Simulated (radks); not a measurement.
Values are calculated unless marked as measured or tabulated.
Spherical quantum dot in the effective-mass picture: electrons in a hard-walled sphere of radius 1.56, all in effective atomic units (hartree* = m*/eps^2 hartree, bohr* = eps/m* bohr), one dielectric constant everywhere. Level of theory: non-relativistic Kohn-Sham, PBEsol, spin-polarised, spherical densities (a radial shooting solver with Libxc functionals). Levels are named by radial order and angular momentum (1s, 1p, 1d, 2s, ...), and open shells are averaged over m. Each electron was tried in the lowest free levels, single moves between levels near the top were tried too, and the lowest total energy was kept; such a search can miss a lower state. At N = 1 the Hartree and exchange-correlation terms need not cancel, so that row can carry a self-interaction error.

N                         open shells  2S  E (hartree*)  mu = E(N) - E(N-1) (hartree*)  addition energy mu(N+1) - mu(N) (hartree*)  rms radius (bohr*)
1                    1s(up 1, down 0)   1       2.05353                         2.0535                                       1.078              0.8323
2                                none   0       5.18551                         3.1320                                       2.800              0.8496
3                    1p(up 1, down 0)   1       11.1174                         5.9319                                      0.8211              0.8991
4                    1p(up 2, down 0)   2       17.8704                         6.7530                                      0.8482              0.9254
5                    1p(up 3, down 0)   3       25.4715                         7.6012                                       1.119              0.9428
6                    1p(up 3, down 1)   2       34.1913                         8.7198                                      0.8056              0.9563
7                    1p(up 3, down 2)   1       43.7167                         9.5254                                      0.8309              0.9670
8                                none   0       54.0730                         10.356                                       3.228              0.9760
9                    1d(up 1, down 0)   1       67.6570                         13.584                                      0.7987              0.9901
10                   1d(up 2, down 0)   2       82.0396                         14.383                                      0.8049               1.002
11                   1d(up 3, down 0)   3       97.2272                         15.188                                      0.8086               1.011
12                   1d(up 4, down 0)   4       113.223                         15.996                                      0.8109               1.020
13                   1d(up 5, down 0)   5       130.031                         16.807                                       1.054               1.027
14                   1d(up 5, down 1)   4       147.891                         17.861                                      0.7881               1.034
15                   1d(up 5, down 2)   3       166.541                         18.649                                      0.7944               1.040
16                   1d(up 5, down 3)   2       185.984                         19.443                                      0.7982               1.045
17                   1d(up 5, down 4)   1       206.226                         20.242                                      0.8007               1.050
18                               none   0       227.268                         21.042                                       3.332               1.055
19                   2s(up 1, down 0)   1       251.642                         24.374                                       1.151               1.050
20  2s(up 1, down 0) 1f(up 1, down 0)   2       277.167                         25.525                                      0.7790               1.056
21  2s(up 1, down 0) 1f(up 2, down 0)   3       303.471                         26.304                                      0.7805               1.062
22  2s(up 1, down 0) 1f(up 3, down 0)   4       330.556                         27.085                                      0.7817               1.067
23  2s(up 1, down 0) 1f(up 4, down 0)   5       358.422                         27.866                                      0.7825               1.072
24  2s(up 1, down 0) 1f(up 5, down 0)   6       387.071                         28.649                                      0.7830               1.076
25  2s(up 1, down 0) 1f(up 6, down 0)   7       416.503                         29.432                                      0.7834               1.080
26  2s(up 1, down 0) 1f(up 7, down 0)   8       446.718                         30.215                                           -               1.084

All shells are closed at N = 2, 8, 18 (there: 1s2 1p6 1d10); the second difference of the energy has clear peaks (12 % above both neighbours; the first and last values, which can be the largest, are not judged, and half-filled shells can peak too) at N = 2, 5, 8, 13, 18.
